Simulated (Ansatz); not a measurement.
`C[SiH](F)Br` and `C[SiH](F)[SnH3]` differ in one atom or group.

Ansatz, PBE0-D4/def2-TZVP geometries, multiplicity 1. 

Elements past krypton have def2 core potentials. Scalar relativity is left out up to krypton. Spin–orbit coupling is left out; it splits and shifts lone-pair levels of the heavy atoms by tenths of an eV.

```tsv
property	`C[SiH](F)Br`
LUMO energy (PBE0/def2-TZVPP) / eV	0.50
HOMO–LUMO gap (PBE0/def2-TZVPP) / eV	9.00
HOMO energy (ωB97M-V/def2-TZVPP) / eV	-10.71
HOMO–LUMO gap (B3LYP/def2-TZVPP) / eV	8.52
size of the dipole moment (B3LYP/def2-TZVPP) / D	2.10
HOMO–LUMO gap (ωB97M-V/def2-TZVPP) / eV	13.01
```

Q: What does the change do to each property? (Estimate.)

A: Ansatz gave: 
| property | `C[SiH](F)[SnH3]` | shift |
| --- | --- | --- |
| LUMO energy (PBE0/def2-TZVPP) / eV | -0.31 | -0.81 |
| HOMO–LUMO gap (PBE0/def2-TZVPP) / eV | 7.42 | -1.58 |
| HOMO energy (ωB97M-V/def2-TZVPP) / eV | -9.74 | 0.97 |
| HOMO–LUMO gap (B3LYP/def2-TZVPP) / eV | 7.05 | -1.47 |
| size of the dipole moment (B3LYP/def2-TZVPP) / D | 1.66 | -0.44 |
| HOMO–LUMO gap (ωB97M-V/def2-TZVPP) / eV | 11.10 | -1.91 |

With PBE0 the HOMO rises by 0.77 eV and the LUMO falls by 0.81 eV, so the gap narrows by about 1.58 eV. PBE moves the HOMO by 0.57 eV and ωB97M-V by 0.97 eV. Dipoles are sizes alone; their direction can turn.

B3LYP here is the variant with VWN-RPA as its local correlation; programs differ in this.
